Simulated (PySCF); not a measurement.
CrNF3 (singlet state).
Structure used (PBE0-D3(BJ)/def2-SVP), in Å, numbered top down from 1:
```
atom  x, y, z in Å
Cr1    0.0021    0.0000   -0.0145
N2    -0.1781   -0.0035    1.4524
F3     1.6698    0.0103   -0.2831
F4    -0.7548    1.4018   -0.5750
F5    -0.7390   -1.4085   -0.5798
```

Computed, not measured: delta-SCF UKS SCAN, pcX-2 on the ionised atom (unc-x2c-TZVPall on a metal), pcseg-1 elsewhere, spin-free X2C (PySCF 2.14.0). Each 1s hole has a ground state of its own, since the core basis sits on the ionised atom alone.

```
ionised atom  basis functions  E(ground) (Eh)  E(ionised) (Eh)
          N2              118     -1404.34665      -1389.38122
          F3              118     -1404.37659      -1378.91234
```

Question: Turn these total energies into binding energies.

Answer: E(ionised) − E(ground), at 27.2114 eV a hartree:

```tsv
atom	environment	difference (Eh)	binding energy (eV)
N2	nitrogen bonded to Cr	14.96543	407.23
F3	fluorine bonded to Cr	25.46425	692.92
```

Question: How much do the ground-state energies differ, and what would follow from using one of them for all holes?

Answer: They run from -1404.3766 Eh (core basis on F3) to -1404.3467 Eh (on N2), 0.0299 Eh or 0.81 eV apart, though the state is the same; only basis and grid differ. Pairing the ion of N2 with the ground state of F3 would put its binding energy 0.81 eV too high.

Only 1s holes are shown. The first atom of each set that the bonding makes equivalent was ionised and stands for the set. Spin contamination (⟨S²⟩ against 0.75 for a pure doublet) is marked for N 1s of N2 (atom 2) (0.98), which makes this value less certain. Geometry: PBE0-D3(BJ)/def2-SVP; no solvent, vibrations or thermal averaging. Metal 2p energies of this one-determinant scheme are less reliable than its 1s energies.
